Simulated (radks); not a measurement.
Results of a calculation; reference values are marked as such.
Q: As III, configuration [Ar] 3d10 4s2 4p1. Code: a radial shooting solver on a logarithmic mesh with Libxc functionals. Model: scalar-relativistic Kohn-Sham, PBE, spin-polarised, spherical densities, finite nucleus; open shells are filled with parallel spins first; Fermi nuclear charge, rms radius 4.0968 fm. Some entries of the table are withheld. Estimate them.

orbital  occ.  eigenvalue (eV)  r(max) (bohr)
1s up       1        -11741.05        0.02974
1s down     1        -11740.99        0.02974
2s up       1        -1508.171         0.1701
2s down     1        -1508.150         0.1701
2p up       3        -1325.125         0.1363
2p down     3        -1325.079         0.1363
3s up       1        -211.6576         0.5216
3s down     1        -211.5867         0.5217
3p up       3        -155.0342         0.5209
3p down     3        -154.9506         0.5210
3d up       5              (1)         0.4768
3d down     5              (2)         0.4767
4s up       1         -33.9631          1.572
4s down     1         -32.8125          1.560
4p up       1              (3)          1.826
4p down     0              (4)          1.818
5s up       0         -10.9023          4.033
4d up       0              (5)          2.821

A: 
(1) 3d up eigenvalue (eV): -61.9674
(2) 3d down eigenvalue (eV): -61.8300
(3) 4p up eigenvalue (eV): -23.1957
(4) 4p down eigenvalue (eV): -22.0100
(5) 4d up eigenvalue (eV): -10.3144
